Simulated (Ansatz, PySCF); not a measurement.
B2N, SMILES [B][N][B] (connectivity only; charge and spin as stated), neutral, multiplicity 2. Atoms are numbered in the order given.

```xyz
3

B      0.0000     0.0000    -1.3108
N      0.0000     0.0000     0.0000
B      0.0000     0.0000     1.3108
```
Charge 0, spin multiplicity 2.

The structure is a stationary point at B3LYP-D3(BJ)/def2-TZVP.

Two levels are set side by side: PBE-D3(BJ)/def2-TZVP (Ansatz, an electronic-structure program) and B3LYP-D3(BJ)/def2-TZVP (Ansatz). Each level has its own optimised geometry; the coordinates shown are those of the second. Frequencies come from the Hessian of PySCF at each geometry. Differences are taken from unrounded values.

| quantity | B3LYP-D3(BJ) | PBE-D3(BJ) | PBE-D3(BJ) minus B3LYP-D3(BJ) |
|---|---|---|---|
| mean bond length (Å) | 1.311 | 1.322 | 0.011 |
| bond B1–N2 (Å) | 1.311 | 1.322 | 0.011 |
| bond N2–B3 (Å) | 1.311 | 1.322 | 0.011 |
| highest harmonic wavenumber (cm⁻¹) | 1346 | 1529 | 183 |
| mean harmonic wavenumber (cm⁻¹) | 701 | 735 | 33 |
| zero-point energy (kcal/mol) | 4.01 | 4.20 | 0.19 |

Exact exchange shortens and stiffens bonds; PBE has none. Differences between two approximate levels are no errors against the true value.
